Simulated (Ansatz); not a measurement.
PBE exchange is replaced step by step with exact exchange (0 % is PBE, 25 % PBE0; no dispersion term), basis def2-TZVPD, Ansatz. System: the cluster Pd3H2⁻ (the lowest doublet isomer of a short search). The state is a doublet with charge -1. Geometry: PBE-D4/def2-TZVPD, each spin state at its own.

Geometry of the doublet:

```xyz
5

Pd   -0.177   -0.876    0.138
Pd    1.493    1.286   -0.090
Pd   -0.926    1.276   -0.972
H    -1.520   -1.752   -0.017
H     1.130    0.066    0.940
```

In the def2 sets Pd takes a core potential; there is no spin–orbit coupling. At PBE-D4/def2-TZVPD, PBE with 5 % exact exchange/def2-TZVPD the highest occupied level of the charge -1 doublet lies above zero (up to 0.28 eV). By energy differences its removal costs 2.15 eV (vertical, to the charge 0 singlet, at PBE-D4/def2-TZVPD); a positive level beside a positive removal energy at the same level points to self-interaction error. At PBE-D4/def2-TZVPD, PBE with 5 % exact exchange/def2-TZVPD, PBE with 10 % exact exchange/def2-TZVPD the highest occupied level of the charge -1 quartet lies above zero (up to 0.28 eV). It is a level of α spin, whose loss leaves a triplet; that state wasn't run at this geometry and level. The electron is either unbound and held by the finite basis, or the level is raised by self-interaction error. At PBE with 35 % exact exchange/def2-TZVPD, PBE with 50 % exact exchange/def2-TZVPD the charge -1 doublet is spin-contaminated (final ⟨S²⟩ up to 0.92, 0.75 for a pure state). At PBE-D4/def2-TZVPD the gap within one spin of the charge -1 quartet nearly closes, so an electron or hole may be smeared out by delocalisation error. Another isomer (doublet) lies 0.03 eV lower at PBE0-D4/def2-TZVPD.

HOMO and LUMO are taken over both spins.

```
exact exchange (%)  HOMO (eV)  LUMO (eV)  gap (eV)   ⟨S²⟩  quartet − doublet (kJ/mol)
                 0       0.28       0.77      0.49  0.762                        73.0
                 5       0.12       0.99      0.86  0.766                        77.4
                10      -0.03       1.20      1.24  0.771                        80.2
                25      -0.53       1.72      2.25  0.800                        78.8
                35      -0.89       2.03      2.92  0.837                        68.5
                50      -1.50       2.51      4.01  0.923                        51.2
```

Q: Estimate the row for 15 %.

A: 
| exact exchange (%) | HOMO (eV) | LUMO (eV) | gap (eV) | ⟨S²⟩ | quartet − doublet (kJ/mol) |
| --- | --- | --- | --- | --- | --- |
| 15 | -0.19 | 1.41 | 1.61 | 0.778 | 81.8 |
